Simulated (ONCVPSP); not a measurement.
**Before and after: ONCV potential for Pb (Z = 82)**

* Element: Pb (Z = 82)
* Generator: ONCVPSP 4.0.1
* Type: optimised norm-conserving Vanderbilt (ONCV)
* Functional: LDA (Perdew-Wang 92)
* Relativity: non-relativistic
* Frozen core: [Xe] 4f14
* Valence charge: 14
* Reference configuration: 5d10 6s2 6p2
* Partial waves: 6s: rc 2.35 bohr, ncon 5, nbas 9, qcut 2.6 1/bohr, 2 projectors, debl 1.4 Ha; 6p: rc 3.00 bohr, ncon 4, nbas 7, qcut 2.2 1/bohr, 2 projectors, debl 2.1 Ha; 5d: rc 1.70 bohr, ncon 4, nbas 9, qcut 8.1 1/bohr, 2 projectors, debl 2.3 Ha
* Local potential: polynomial inside 1.05 bohr (lpopt 5, dvloc0 0 Ha)
* Core correction: polynomial model core, fcfact 0.2

Change: core correction polynomial model core, fcfact 1.

Cutoffs: the cutoffs (Ha) at which the residual kinetic energy of the hardest occupied pseudo-wave falls to 1 and 0.1 mHa per electron; they do not see the model core or the augmentation charge, which bear on the density cutoff. Errors are all-electron minus pseudo energies relative to the spin-unpolarised reference configuration.

Problem. Predict the effect on cutoff, ghosts and configuration errors.

Solution. The potential gets neither clearly harder nor softer (25 Ha and 34 Ha → 25 Ha and 34 Ha); both files keep a bound ghost (p, s); the errors of the 4 common tests hardly move. A model core, the more so a compact one, raises the density cutoff, which this test does not measure.

| quantity | base | changed |
| --- | --- | --- |
| cutoff, loose | 25 Ha | 25 Ha |
| cutoff, tight | 34 Ha | 34 Ha |
| bound ghosts | s, p | s, p |
| GHOST(+) flags under 300 eV | s at 48.2 eV | s at 48.2 eV |
| error for 5d10 6s2 6p1, meV [ΔE 6.93 eV] | -1.8 | -1.8 |
| error for 5d10 6s2 6p0, meV [ΔE 20.64 eV] | -16 | -16 |
| error for 5d10 6s1 6p0, meV [ΔE 49.56 eV] | -48 | -49 |
| error for 5d9 6s2 6p3, meV [ΔE 22.55 eV] | -106 | -114 |
| s: phases at 2.39 bohr within 0.05 rad from the reference energy up to (Ha; the scan ends near 5) | 1.7 | 1.7 |
| p: phases at 3.04 bohr within 0.05 rad from the reference energy up to (Ha; the scan ends near 5) | 3.6 | 3.6 |
| d: phases at 1.72 bohr within 0.05 rad from the reference energy up to (Ha; the scan ends near 5) | to the end of the scan | to the end of the scan |
| rms error of d²Exc/dni dnj with the model core, mHa | 1.42 | 0.35 |

 A true bound ghost makes a file unfit for plane-wave use even where its test errors are small: the radial tests pick states by their node count and pass the ghost by.
